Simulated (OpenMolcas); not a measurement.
Computed levels of Ar⁴⁺

| Quantity | Value |
| --- | --- |
| Program | OpenMolcas 26.06 |
| Method | XMS-CASPT2, IPEA 0.25 Eh, imaginary shift 0.1 Eh (closed shells correlated: 2s 2p 3s) |
| Basis | ANO-RCC-VTZP [5s4p2d1f] |
| Scalar Hamiltonian | DKH2, point nucleus |
| Active space | 2 electrons in 3 orbitals (3p) |
| State averaging | 2S+1 = 3 even, 3 roots; 2S+1 = 1 even, 6 roots |
| Spin-orbit coupling | state interaction with AMFI integrals over the reference wave functions, term energies averaged over their components |

Spin-free terms above the lowest, with the occupations of the reference:

| Configuration | Term | E (eV) | Occupations |
| --- | --- | --- | --- |
| 3s2 3p2 | 3P | 0.0000 | 3p 2.00 |
| 3s2 3p2 | 1D | 1.867 | 3p 2.00 |
| 3s2 3p2 | 1S | 4.710 | 3p 2.00 |

With spin-orbit coupling, above the lowest level:

```json
{"Configuration": "3s2 3p2", "Term": "3P", "J": "0", "E (eV)": "0.0000", "Measured (eV)": "0.0000", "g": "", "Term weight %": "100"}
{"Configuration": "3s2 3p2", "Term": "3P", "J": "1", "E (eV)": "0.0880", "Measured (eV)": "0.0946", "g": "1.501", "Term weight %": "100"}
{"Configuration": "3s2 3p2", "Term": "3P", "J": "2", "E (eV)": "0.2376", "Measured (eV)": "0.2515", "g": "1.499", "Term weight %": "100"}
{"Configuration": "3s2 3p2", "Term": "1D", "J": "2", "E (eV)": "2.040", "Measured (eV)": "2.0208", "g": "1.002", "Term weight %": "100"}
{"Configuration": "3s2 3p2", "Term": "1S", "J": "0", "E (eV)": "4.886", "Measured (eV)": "4.7005", "g": "", "Term weight %": "100"}
```

Against the 4 measured excited levels shown (Saloman, J. Phys. Chem. Ref. Data 39, 033101 (2010)) the mean absolute deviation is 450 cm-1; the largest miss in energy is 3s2 3p2 1S0: computed 4.886, measured 4.7005 eV (+3.9 %), and the largest in proportion 3s2 3p2 3P1 (-7.0 %).

Spin-orbit coupling puts the lowest level 0.1662 eV below the lowest spin-free term.

For 3P the intervals divided by the larger J are 710.1, 603.2 cm-1. Landé's interval rule makes them equal in pure LS coupling; they differ by 16 % of their mean. The multiplet is regular.

Term energies are means over components that CASPT2 splits; among the terms shown or strongly mixed into the levels shown the widest spread is 550 cm-1 (3s2 3p2 1D). With the s shell closed, the reference lacks s² → p² mixing. Computed and measured levels are paired by configuration, term and J; levels that our copy of the source lacks, or whose pairing is in doubt (as where it misses far off the trend of its configuration), stay unpaired and out of the deviations. Levels of configurations outside the active space are missing.

The term weight is that of the spin-free term in the level, not the purity of its configuration.
